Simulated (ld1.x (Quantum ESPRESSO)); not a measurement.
## Scattering properties, ultrasoft potential for Yb (Z = 70)

| Property | Result |
| --- | --- |
| Element | Yb (Z = 70) |
| Generator | ld1.x (Quantum ESPRESSO) 7.5 |
| Type | ultrasoft |
| Functional | LDA (PZ) |
| Relativity | scalar-relativistic |
| Frozen core | [Kr] 4d10 |
| Valence charge | 24 |
| Reference configuration | 4f14 5s2 5p6 5d0 6s1 6p0 (charge +1) |
| Partial waves | 5s (bound): rcut 1.55, rcutus 1.75 bohr; 6s (bound): rcut 1.55, rcutus 1.75 bohr; 5p (bound): rcut 1.90, rcutus 2.60 bohr; 6p (bound, empty): rcut 1.90, rcutus 2.60 bohr; 5d (bound, empty): rcut 2.80, rcutus 3.30 bohr; 5d channel at 0.15 Ry: rcut 2.80, rcutus 3.30 bohr; 4f (bound): rcut 0.60, rcutus 0.75 bohr; 4f channel at 0.3 Ry: rcut 0.60, rcutus 0.75 bohr |
| Local potential | all-electron potential smoothed inside 2.75 bohr (lloc = -1) |
| Core correction | Bessel-smoothed model core inside 0.60 bohr |
| Augmentation charge | built from norm-conserving waves at rcut, not smoothed further |

The phase is arctan(r·u′/u) with u = r·R(r), unwrapped; energies in Ry, scanned from -7 to 5 Ry. A pole is an energy at which the radial function vanishes at the test radius. The pseudo phase is shifted by a multiple of π to meet the all-electron one at the reference energy, and phase errors are pseudo minus all-electron; the curves can meet again beyond the range given. Levels narrower than the energy grid can be missing from the lists of poles. n/a: not evaluated, since a narrow level or a reset projector energy made the automatic matching unsafe.

For each channel, where are the poles, and over which energies does the pseudopotential scatter like the atom?

```csv
channel,radius (bohr),reference energy (Ry),"poles, all-electron","poles, pseudo",unbroken range about the reference energy with phases within 0.05 rad,phase error 1 Ry above the reference energy (rad)
s,3.61,-0.70,"0.22, 4.87","-0.83, 0.72",n/a,n/a
p,3.61,-0.42,"-2.51, 1.15","-2.56, 0.43, 2.87",not even at the reference energy,-0.629
d,3.61,-0.50,"-0.18, 2.93","-0.24, -0.04",not even at the reference energy,-2.930
f,3.61,-0.74,"-0.72, 1.89","-0.76, 1.86",not even at the reference energy,-0.031
```

A Bessel basis up to 400 Ry misses an occupied level by 0.62 Ry, so cutoffs and ghosts were not judged. The potential misses its own reference levels by up to 1.0 eV, so it is not fit for use.

Phases in the f channel:

```
E (Ry)  all-electron  pseudo
 -7.00         1.466   1.466
 -6.48         1.462   1.462
 -5.96         1.458   1.458
 -5.44         1.453   1.452
 -4.92         1.447   1.447
 -4.40         1.440   1.440
 -3.88         1.432   1.431
 -3.36         1.422   1.421
 -2.84         1.409   1.409
 -2.32         1.393   1.392
 -1.80         1.370   1.369
 -1.28         1.336   1.334
 -0.76         1.124  -1.718
 -0.24        -1.950  -1.958
  0.28        -2.287  -2.320
  0.80        -3.883  -3.953
  1.32        -4.534  -4.547
  1.84        -4.701  -4.707
  2.36        -4.808  -4.812
  2.88        -4.955  -4.957
  3.40        -5.606  -5.554
  3.92        -7.442  -7.395
  4.44        -7.704  -7.684
  4.96        -7.790  -7.776
```
